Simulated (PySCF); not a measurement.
# C₆ coefficients of unlike pairs at PBE0

Calculated with PySCF 2.14 from the dipole response of each species, C₆(A,B) = (3/π) ∫ α_A(iu) α_B(iu) du, in atomic units, from isotropic polarisabilities. For ions this is the dispersion term alone; charge-induced terms of lower order in 1/R come first.

| species | configuration | basis | relativity | α (bohr³) | C₆ (like pair) |
| --- | --- | --- | --- | --- | --- |
| C | [He] 2s2 2p2 (3P) | aug-cc-pVQZ (6s5p4d3f2g) | none | 12.69 | 50.80 |
| Cs | [Xe] 6s1 (2S) | aug-cc-pVDZ-X2C (8s7p5d) | spin-free X2C | 526.5 | 10220 |
| In | [Kr] 4d10 5s2 5p1 (2P) | aug-cc-pVTZ-PP with ECP28MDF (6s5p4d2f) | core potential | 75.23 | 768.8 |
| F(2+) | [He] 2s2 2p3 (4S) | aug-cc-pV5Z (7s6p5d4f3g2h) | none | 1.246 | 1.572 |

(1) Estimate C₆ for F(2+) with Cs.

No spin-orbit coupling is included.

The other pairs:

```json
{"pair": "Cs, C", "C₆": "472.5"}
{"pair": "F(2+), C", "C₆": "7.696"}
{"pair": "In, C", "C₆": "186.6"}
{"pair": "F(2+), In", "C₆": "24.83"}
{"pair": "In, Cs", "C₆": "2337"}
```

## Answers

(1) The integral gives 53.36. The combination rule 2 C_A C_B / (C_A α_B/α_A + C_B α_A/α_B) gives 46.66 and the geometric mean 126.7.
